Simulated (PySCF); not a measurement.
An unknown is described by computed data only.

Elements present: B, C, H, N and O. Monoisotopic mass: 141.0597 u.

- UV, strongest line: among the 10 lowest singlet transitions: S9 at 7.60 eV (163 nm, f = 0.223) [TDDFT wB97X-D/def2-SVPD]
- NMR, other nuclei: isotropic shieldings of nuclei other than C and H, by class: 80 (1 B), 136 (1 N), -97 (1 O), 203 (2 O) ppm [GIAO PBE0/pcSseg-1]
- Valence photoelectron: vertical ionisation energy: 9.21 eV [ΔSCF wB97X-D/def2-SVPD]
- Dipole: 2.68 D [wB97X-D/def2-SVPD]
- Triplet: lowest triplet excitation (Tamm–Dancoff): 4.17 eV [TDA wB97X-D/def2-SVPD]
- Rotational structure: rotational constants A, B, C: 3.009, 0.545, 0.469 GHz [PBE0-D3(BJ)/def2-SVP]
- 1H NMR: chemical shifts (computed TMS as zero) by class: 4.23 (2 H), 3.17 (3 H), 2.93 (3 H) ppm [GIAO PBE0/pcSseg-1]
- Polarisability: 96.1 au [wB97X-D/def2-SVPD]
- 13C NMR: chemical shifts (computed TMS as zero) by class: 154.1 (1 C), 95.2 (1 C), 93.1 (1 C), 37.5 (1 C), 31.6 (1 C) ppm [GIAO PBE0/pcSseg-1]
- UV, first state: lowest singlet excitation: 4.58 eV (271 nm, f = 0.000) [TDDFT wB97X-D/def2-SVPD]

The electronic properties come from PySCF, for the isolated species, density fitting. Levels stand in brackets. The structure is a single PBE0-D3(BJ)/def2-SVP conformer in the gas phase; no vibrational or solvent corrections. NMR classes are plain means over equivalent atoms (diastereotopic ones count apart unless rotation or inversion swaps them), as if these changed places fast.

Q: Which formula fits the mass and the elements?

A: C5H8BNO3 (calculated 141.0597). No other formula that holds each of these elements comes within 0.0003 u with a fitting electron parity and a possible valence count.

Q: What is the compound? Reason from the data.

A: Numbering: `[CH3:1][N:2]([CH3:3])[C:4](=[O:5])[C:6]#[C:7][B:8]([OH:9])[OH:10]`. 5 carbons fall into 5 classes; from least to most shielded: amide carbonyl carbon [C4] (154.1 ppm), alkyne carbon [C6] (95.2 ppm), alkyne carbon [C7] (93.1 ppm), N-methyl carbon [C3] (37.5 ppm), N-methyl carbon [C1] (31.6 ppm). Hydrogen classes from least to most shielded: 2 H on 2 boron-bound oxygens, O9/O10 (4.23 ppm), 3 H on an N-methyl carbon, C3 (3.17 ppm, a mean of values up to 1.7 ppm apart in this geometry), 3 H on an N-methyl carbon, C1 (2.93 ppm, a mean of values up to 2.6 ppm apart in this geometry). The other shieldings belong to: 80 ppm, three-coordinate boron [B8]; 136 ppm, amide nitrogen [N2]; -97 ppm, amide oxygen [O5]; 203 ppm, boron-bound oxygen [O9/O10]. The first electron is taken from the HOMO, whose largest Löwdin shares are 0.43 on the amide nitrogen, 0.22 on the amide oxygen, 0.07 on an N-methyl carbon and 0.07 on the amide carbonyl carbon. The optimised geometry has point group C1 and is an asymmetric top. Structure: `CN(C)C(=O)C#CB(O)O`. The assignments are read from this structure; whether some other isomer fits the data as well wasn't checked.

Shape of the structure used: `[CH3:1][N:2]([CH3:3])[C:4](=[O:5])[C:6]#[C:7][B:8]([OH:9])[OH:10]`: C1–N2–C4–O5 0°, H–O9–B8–C7 -179°, H–O10–B8–C7 1°.
